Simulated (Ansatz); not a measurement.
Isolated molecules relaxed with PBE0-D4/def2-TZVP in Ansatz; ΔE leaves out vibrations. CCSD(T)/CBS is the MP2 limit (def2-TZVPP, def2-QZVPP) plus CCSD(T) − MP2 in def2-TZVPP, frozen cores. This one scheme is used for every species. DFT in def2-TZVPP. One conformer a species, not always the lowest.

`[SiH3]OBS` → `OBS` + `[SiH2]`  (silylene loss)

```tsv
level	ΔE (kJ/mol)
B2PLYP	317.0
LC-ωPBE	328.8
```

Q: What does CCSD(T)/CBS give? (An estimate is asked.)

A: Computed: +319.7 kJ/mol. The listed levels differ from it by -2.7, 9.1 kJ/mol.

Largest T1 diagnostic among the species: 0.014.

At CCSD(T), def2-SVP lies −28.3 kJ/mol from the extrapolated value and def2-TZVPP −7.8 kJ/mol. From BLYP to BHLYP (50 % exact exchange), in def2-TZVPP and without D4, ΔE moves by +34.3 kJ/mol.
